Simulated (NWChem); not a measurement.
System: AlHOClF; SMILES [OH][Al]([F])[Cl]

Here is an NWChem input.

```
start job
memory heap 200 mb stack 900 mb global 1100 mb
geometry units angstroms noautoz
  Al    -0.053295     0.390083     0.000000
  F      1.326150     1.304637     0.000000
  Cl     0.111558    -1.678090     0.000000
  O     -1.579947     1.094978     0.000000
  H     -1.772362     2.033678     0.000000
end
basis spherical
  * library def2-svp
end
dft
  xc xperdew91 perdew91
  iterations 150
  mulliken
end
task dft energy
```

Coordinates come from a PBE0/def2-SVP optimisation.

Question: Predict the main results of this run. (PW91/def2-SVP.) Quantities: energy (Ha); highest occupied level (eV); orbital gap (eV); dipole (D).

Answer: The energy (Ha) comes out as -878.05 and the highest occupied level (eV) comes out as -7.77. The orbital gap (eV) comes out as 6.00. The dipole (D) comes out as 1.87.
